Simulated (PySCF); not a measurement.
Species: pentachloroethane, C2HCl5.
Numbering: `[Cl:1][CH:2]([Cl:3])[C:4]([Cl:5])([Cl:6])[Cl:7]` (hydrogens: H8 on C2)

Method used: PBE0-D3(BJ)/def2-SVP geometry optimisation, gas phase (PySCF 2.14.0).

**Question.** List the bond lengths, angles and torsions at this level.

**Answer.** 
```
          bond  length (Å)
Cl1–C2, C2–Cl3       1.764
         C2–C4       1.547
        C4–Cl5       1.762
C4–Cl6, C4–Cl7       1.775
         C2–H8       1.098
```

Bonds in one row agree within 0.01 Å and their mean is given. A selection of angles:
```
     angle  degrees
Cl1–C2–Cl3    110.9
 Cl1–C2–C4    111.2
 Cl1–C2–H8    108.0
  C4–C2–H8    107.4
 C2–C4–Cl5    111.1
 C2–C4–Cl6    108.3
Cl5–C4–Cl6    110.2
```

Dihedral angles: Cl1–C2–C4–Cl5 62° (synclinal).

Point group: Cs (tolerance 0.08 Å). No PBE0-D3(BJ)/def2-SVP frequencies stand behind this structure, so it isn't proved a minimum.
